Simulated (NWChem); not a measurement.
Molecule: C4H7N; SMILES C#CCNC

```xyz
12

C      0.5213    -2.2688    -0.1195
C     -0.1449    -1.2545     0.0270
C     -0.9330    -0.0341     0.2367
N     -0.3692     1.1278    -0.4419
C      0.8699     1.6073     0.1449
H      1.1046    -3.1677    -0.2599
H     -1.0492     0.1058     1.3484
H     -1.9582    -0.2060    -0.1584
H     -1.0720     1.8746    -0.4483
H      0.8045     1.8624     1.2364
H      1.2198     2.5073    -0.3989
H      1.6549     0.8298     0.0400
```
Atoms are numbered in this order, from 1.

Computed with NWChem. Coordinates come from a PBE-D3(BJ)/def2-SVP optimisation.

For level B3LYP/pcseg-1:

```yaml
highest occupied level (eV): -6.42
orbital gap (eV): 6.84
```

Task: Estimate the same quantities for level B3LYP/aug-pcseg-1.

Result: 
- highest occupied level (eV) = -6.56
- orbital gap (eV) = 6.07
